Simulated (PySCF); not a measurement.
C2H4F2OSi, SMILES O=C[Si@@H](F)CF.

Coordinates come from a B3LYP-D3(BJ)/def2-SVP optimisation. The structure was generated by enumeration; whether it is a known compound was not checked. The values are those of a single conformer.

These are TDA-PBE/def2-SVPD run with PySCF values and carry that method's errors.

Vertical excitations. Isolated molecule, no solvent.

```
state  energy (eV)  λ (nm)      f                                              main pairs
-----  -----------  ------  -----  ------------------------------------------------------
S1            3.02     411  0.003                                         HOMO→LUMO 100 %
S2            4.53     274  0.030                                        HOMO−1→LUMO 97 %
S3            5.19     239  0.001                                        HOMO−2→LUMO 97 %
S4            5.26     236  0.007                                        HOMO→LUMO+1 96 %
S5            5.72     217  0.041                                        HOMO→LUMO+2 97 %
S6            6.18     201  0.005                                        HOMO→LUMO+3 99 %
S7            6.22     199  0.010                                        HOMO−3→LUMO 95 %
S8            6.91     179  0.063                      HOMO→LUMO+4 60 %, HOMO−4→LUMO 35 %
S9            6.91     179  0.024  HOMO−4→LUMO 54 %, HOMO→LUMO+4 28 %, HOMO−1→LUMO+1 12 %
S10           6.95     178  0.020                                      HOMO−1→LUMO+1 74 %
T1            2.28     545      0                                         HOMO→LUMO 100 %
T2            4.23     293      0                                        HOMO−1→LUMO 99 %
T3            5.02     247      0                                        HOMO→LUMO+1 99 %
T4            5.16     240      0                                       HOMO−2→LUMO 100 %
```
Triplets are in the Tamm–Dancoff approximation.
